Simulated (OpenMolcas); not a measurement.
# Mn2+: CASPT2 settings compared

- Program: OpenMolcas
- Basis: ANO-RCC-VQZP [7s6p4d3f2g1h]
- Scalar Hamiltonian: DKH2, point nucleus
- Active space: 5 electrons in 5 orbitals (3d)
- State averaging: 2S+1 = 6 even, 1 root; 2S+1 = 4 even, 24 roots kept (CI in the orbitals of an earlier block); 2S+1 = 2 even, 75 roots kept (CI in the orbitals of an earlier block)
- Spin-orbit coupling: RASSI with atomic mean-field integrals over the reference wave functions, term energies averaged over their components

Methods on the same reference wave functions:
A. CASSCF
B. SS-CASPT2, IPEA 0 Eh, imaginary shift 0.05 Eh (closed shells correlated: 2s 2p 3s 3p)
C. SS-CASPT2, IPEA 0.5 Eh, imaginary shift 0.15 Eh (closed shells correlated: 3s 3p)
D. SS-CASPT2, IPEA 0.3 Eh, sigma2 regulariser 0.4 Eh (closed shells correlated: 3s 3p)
E. MS-CASPT2, IPEA 0 Eh, imaginary shift 0.05 Eh (closed shells correlated: 2s 2p 3s 3p)
F. MS-CASPT2, IPEA 0.3 Eh, sigma2 regulariser 0.4 Eh (closed shells correlated: 3s 3p)

Energies in cm-1 above 3d5 6S 5/2, the measured ground level; measured values from Corliss and Sugar, J. Phys. Chem. Ref. Data 6, 1253 (1977).

```
               Level      A      B      C      D      E      F  Measured
          3d5 6S 5/2    0.0    0.0    0.0    0.0    0.0    0.0       0.0
          3d5 4G 5/2  32412  28060  28050  28080  28060  28080          
          3d5 4G 7/2  32426  28070  28070  28100  28070  28100     26860
         3d5 4G 11/2  32429  28080  28070  28100  28080  28100     26824
          3d5 4G 9/2  32433  28090  28080  28110  28090  28110          
          3d5 4P 5/2  37346  30540  30900  30820  30540  30820     29168
          3d5 4P 3/2  37385  30580  30950  30860  30580  30860          
          3d5 4P 1/2  37430  30630  30990  30910  30630  30910          
          3d5 4D 7/2  40375  33520  33710  33690  33520  33690     32307
          3d5 4D 1/2  40417  33570  33760  33730  33570  33730     32369
          3d5 4D 3/2  40452  33600  33800  33770  33600  33770          
          3d5 4D 5/2  40461  33610  33810  33780  33610  33780     32384
         3d5 2I 11/2  46184  41000  41260  41220  41000  41220     39174
         3d5 2I 13/2  46217  41040  41300  41260  41040  41260     39176
3d5 2D 5/2(1) [74 %]  52115  42950  43900  43650  42950  43650     41238
       3d5 2D 3/2(1)  52509  43280  44230  43980  43280  43980     41570
       3d5 2F 7/2(1)  53507  44540  45450  45210  44540  45210     42606
          3d5 4F 9/2  54462  45430  45720  45660  45430  45660     43573
          3d5 4F 7/2  54489  45460  45750  45690  45460  45690     43602
   3d5 4F 5/2 [61 %]  54555  45520  45700  45820  45520  45820     43669
          3d5 4F 3/2  54585  45550  45860  45790  45550  45790     43675
          3d5 2H 9/2  56831  48590  49440  49210  48590  49210     46516
         3d5 2H 11/2  56961  48810  49660  49430  48810  49430     46671
       3d5 2G 7/2(1)  58738  49630  50480  50240  49630  50240     47842
```

Deviations, from unrounded energies. A percentage is the sum of absolute deviations over the sum of measured energies, with the sign that they share, or ± where signs differ.

```csv
Against measurement,Levels,A,B,C,D,E,F
mean absolute deviation (cm-1),18,9200,1700,2100,2000,1700,2000
other terms of the ground configuration (%),18,+23.7,+4.3,+5.4,+5.2,+4.3,+5.2
```

B, E lie about equally close to measurement and A furthest from it. The largest miss of E in the table is 3d5 2H 11/2, by +2100 cm-1. The ranking rests on the paired levels alone, and a cruder setting can come out closer through cancelling errors.

Among B to F the level of the table that moves most is 3d5 2D 5/2(1) [74 %], by 960 cm-1 (lowest in E, highest in C). Moves below CASPT2's spread within the term are not significant.

The mean deviations of B to F differ by less than CASPT2's widest spread within a term (790 cm-1), so their order carries little weight.

From A to B the spin-free energies of the other terms of 3d5 shown, above 6S, scale by factors of 0.82 to 0.89, as is usual when dynamic correlation screens the repulsion within a d or f shell.

The lowest spin-free term lies below A's lowest term by 0.567 hartree in B, 0.464 hartree in C, 0.473 hartree in D, 0.567 hartree in E, 0.473 hartree in F.

CASPT2 breaks the degeneracy within a term, and the mean is taken; among the terms shown or strongly mixed into the levels shown the widest spread is 790 cm-1 (3d5 4F, F). Terms from blocks run as CI alone lack orbitals of their own. Without dynamic correlation excited terms often stand tens of per cent too high (terms of higher spin than the ground term too low), and those without a measured partner can miss by more than the paired ones (holds for A). Some levels mix across a computed gap that differs much from the measured one, so their mixing is not that of the real levels (holds for C). The CASPT2 spread within a term exceeds the gap to the next term for 3d5 2F(1) and 3d5 4F, so the order of their levels is uncertain, and so are names and mixing where such terms share a J (holds for C; F). Blocks of more than 70 roots (2S+1 = 2 even) ran without multistate coupling (holds for E; F). Computed and measured levels are paired by configuration, term and J; levels that our copy of the source lacks, or whose pairing is in doubt (as where it misses far off the trend of its configuration), stay unpaired and out of the deviations. Levels of configurations outside the active space are missing. The table leaves out levels that lie high or whose names do not pair safely across all columns.

A share in square brackets marks a mixed level and gives the weight of the term that names it, the lowest over the columns. A number in round brackets counts repeated terms of one configuration in the order of the reference energies.
